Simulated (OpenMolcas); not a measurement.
**Pr4+: moving the ligands**

Pr4+ with 8 ligands (fluoride) in square antiprismatic coordination (D4d) at 2.27 Å, a polar angle of 63.0° against the regular 57.3°. A charge of +0.5 e stands 2.4 Å behind each ligand. Ligand basis ANO-RCC-VDZP.
```
Pr    0.0000    0.0000    0.0000
F     1.8691    0.7742    1.0295
F    -0.7742    1.8691    1.0295
F    -1.8691   -0.7742    1.0295
F     0.7742   -1.8691    1.0295
F     1.8691   -0.7742   -1.0295
F     0.7742    1.8691   -1.0295
F    -1.8691    0.7742   -1.0295
F    -0.7742   -1.8691   -1.0295
```

```yaml
Program: OpenMolcas 26.06
Method: "SS-CASPT2, IPEA 0.25 Eh, imaginary shift 0.1 Eh (closed shells correlated: 5s 5p and the ligand valence shells)"
Basis: ANO-RCC-VDZP [7s6p4d2f1g]
Scalar_Hamiltonian: DKH2, point nucleus
Active_space: 1 electron in 7 orbitals (4f)
State_averaging: 2S+1 = 2 odd, 7 roots
Spin-orbit_coupling: RASSI with atomic mean-field integrals over the reference wave functions
```

Runs around this geometry, states. Energies in cm-1 above the lowest state or level, χT in cm3 K/mol.

| R (Å) | Ground state | First state of that spin | First gap with spin-orbit (degeneracies) | Width of lowest J | χT at 300 K |
| --- | --- | --- | --- | --- | --- |
| 2.22 | 2S+1 = 2 | 790 | 620 (2, 2) | 1126 | 0.591 |
| 2.27 | 2S+1 = 2 | 670 | 600 (2, 2) | 1098 | 0.607 |
| 2.33 | 2S+1 = 2 | 530 | 570 (2, 2) | 1042 | 0.627 |

Taking the width of the lowest J multiplet as R^-n, n = -ln(1042 / 1126) / ln(2.33 / 2.22) = 1.6 between the shortest and longest distance.

Over all roots computed the reference weight is 0.66 in R = 2.22, 0.66 in R = 2.27, 0.66 in R = 2.33; a low but even weight reflects the number of correlated electrons. Splittings of an f shell from a small cluster at a set distance can be off by tens of per cent, mostly too small. No measured value stands beside these numbers; the geometry was imposed, not optimised, and the real ion may take another.

A state without a sure symmetry label is named by its multiplicity alone.
